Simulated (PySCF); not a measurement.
Species: C2H7F3OSi2.
Cartesian coordinates in Å at the PBE0-D3(BJ)/def2-SVP level; atoms count from 1:
```xyz
15
C2H7F3OSi2 angstrom
C      2.3238    0.1661   -0.5667
O      1.0483    0.7152   -0.3367
Si    -0.0803    0.1039    0.7125
Si    -1.9278    1.5324    0.6910
C     -0.6300   -1.6550    0.1110
F     -1.1860   -1.6235   -1.1090
F     -1.5412   -2.1763    0.9505
F      0.3960   -2.5227    0.0506
H      2.9085    0.0904    0.3675
H      2.8653    0.8253   -1.2603
H      2.2597   -0.8385   -1.0179
H      0.5010   -0.1335    2.0713
H     -2.4935    1.5974   -0.6882
H     -2.9608    1.0076    1.6340
H     -1.5007    2.8939    1.1320
```

Linear response at B3LYP/def2-SVPD (PySCF, frozen core in the response, non-relativistic). Geometry: PBE0-D3(BJ)/def2-SVP, one conformer, isolated molecule.

Static isotropic polarisability: 88.72 au (13.15 Å³), principal values 78.4, 84.8, 102.9 au.

**Question.** What is the polarisability at 1064 nm and at the sodium D line?

**Answer.** 89.55 au at 1064 nm (+0.9 %), 91.49 au at 589.3 nm (+3.1 %). The rise at 589.3 nm is 3.36 times that at 1064 nm; a pure ω² law gives 3.26. The lowest singlet lies at 189 nm, shorter than both wavelengths.

**Question.** What is the isotropic C6 coefficient between two such molecules, C6 = (3/π)∫α(iω)² dω?

**Answer.** 3075 au (Eh·bohr⁶) by a ten-point quadrature over imaginary frequencies, which is 1840 eV·Å⁶ or 177 J·nm⁶/mol.

**Question.** Which effective excitation energy ω̄ makes London's formula C6 = (3/4)α²ω̄ exact here?

**Answer.** ω̄ = 4·C6/(3α²) = 0.521 Eh = 14.2 eV. A one-pole form α(ω) = α/(1 − ω²/ω̄²) fitted to the 1064 nm value gives 12.2 eV. London's choice of the ionisation energy (10.25 eV, ΔSCF at the same level) gives C6 = 2220 au, 28 % too low.

**Question.** The lowest 10 singlets have (eV, f): 6.54, 0.004; 6.74, 0.012; 7.17, 0.020; 7.33, 0.020; 7.59, 0.027; 7.64, 0.028; 7.70, 0.020; 7.79, 0.025; 7.87, 0.237; 7.99, 0.033. What share of the static polarisability do they carry in the sum over states α = Σ f/ω²?

**Answer.** 5.29 au, 6.0 % of α; the largest term, 2.83 au, is that of the state at 7.87 eV. Their oscillator strengths add up to 0.42. Higher states carry the rest.

**Question.** What n − 1 at the D line would an ideal gas of it have at 273.15 K and 1 atm (2.6868 × 10¹⁹ cm⁻³), by n − 1 = 2π·N·α′?

**Answer.** 22.89 × 10⁻⁴, a formal value whether or not that pressure can be reached.

**Question.** What three-body coefficient follows from the one-pole estimate C9 = (3/4)·α·C6?

**Answer.** 205000 au. This is an estimate from the two numbers above, not a computed integral.

**Question.** How many electrons N does the Slater–Kirkwood formula C6 = (3/4)·√N·α^(3/2) need to give this C6?

**Answer.** N = (4·C6/3)²/α³ = 24.1; the species has 82 electrons in all.

**Question.** How anisotropic is the static polarisability, by Δα² = ½[(α1 − α2)² + (α2 − α3)² + (α3 − α1)²]?

**Answer.** Δα = 22.0 au, or 0.25 of the isotropic value.
